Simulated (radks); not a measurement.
Values are calculated unless marked as measured or tabulated.
Question: The lutetium ion Lu3+, [Xe] 4f14. Code: a radial shooting solver on a logarithmic mesh with Libxc functionals. Model: non-relativistic Kohn-Sham, PBE, spin-polarised, spherical densities, point nucleus. Every spin shell is full or empty, so the densities are truly spherical. Functionals are evaluated on that one density, not self-consistently. Rank these exchange functionals by their error against the exact value of the orbitals, and give that value: LDA, B88, PBEsol, revPBE, PW91, PW86, OPTX, WC, AM05, G96, APBE, TPSS, r2SCAN, MS2, MVS.

Answer: Exact: -281.977 hartree. From best to worst, with 100 (|E| - |E exact|)/|E exact| (equal figures are ties): r2SCAN 0.00, revPBE -0.04, PW86 -0.12, TPSS -0.19, MVS +0.22, PW91 +0.26, B88 +0.29, WC -0.45, MS2 -0.46, APBE +0.49, G96 +0.67, PBEsol -1.68, OPTX +1.97, AM05 -3.60, LDA -3.83.
